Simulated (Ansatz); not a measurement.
`N#CBF` + NH₃ → `NBF` + `C#N` at 400 K and 1 bar (ligand exchange at a B–C bond).

Program: Ansatz. Geometries: PBE0-D4/def2-TZVP. ΔE: electronic, gas phase. CBS: def2 TZ/QZ extrapolation, frozen cores. Each species was taken in one conformer, which may not be the lowest.

```json
{"species": "`N#CBF`", "CCSD(T)/CBS energy (Eh)": "-217.96770", "H − E (kJ/mol)": "81.6", "S (J/(mol·K))": "294.6"}
{"species": "NH₃", "CCSD(T)/CBS energy (Eh)": "-56.50568", "H − E (kJ/mol)": "104.2", "S (J/(mol·K))": "203.1"}
{"species": "`NBF`", "CCSD(T)/CBS energy (Eh)": "-181.19261", "H − E (kJ/mol)": "130.1", "S (J/(mol·K))": "274.9"}
{"species": "`C#N`", "CCSD(T)/CBS energy (Eh)": "-93.31667", "H − E (kJ/mol)": "56.1", "S (J/(mol·K))": "211.9"}
```

H − E and S are ideal-gas, rigid-rotor, harmonic terms from PBE0-D4/def2-TZVP, for one conformer and one mirror image of each species. 1 Eh = 2625.50 kJ/mol, R = 8.31446 J/(mol·K).

By hand: ΔE, ΔH, ΔS and ΔG.

ΔE = (-181.19261) + (-93.31667) − (-217.96770) − (-56.50568) = -0.03590 Eh = -94.3 kJ/mol. Δ(H − E) = 130.1 + 56.1 − 81.6 − 104.2 = 0.4, so ΔH = -93.9 kJ/mol. ΔS = 274.9 + 211.9 − 294.6 − 203.1 = -10.9 J/(mol·K). ΔG = -93.9 − 400 × (-10.9)/1000 = -89.5 kJ/mol.

By hand: the equilibrium constant, and the temperature at which ΔG would vanish if ΔH and ΔS stayed fixed.

log₁₀ K = −ΔG/(RT ln 10) = 11.7. ΔG = 0 at ΔH/ΔS = 8615 K, far beyond where these terms or the molecules hold.

The number of gas molecules stays the same, so ΔS is small and ΔH decides. A doubt of 5 kJ/mol in ΔE shifts log₁₀ K by 0.7 here. Other conformers and mirror images would add mixing entropy, several J/(mol·K) or more a flexible species. These are equilibria of isolated gas molecules and say nothing of rates. Largest T1 diagnostic: 0.015 (customary marks: 0.02 for closed shells, 0.045 for open ones).
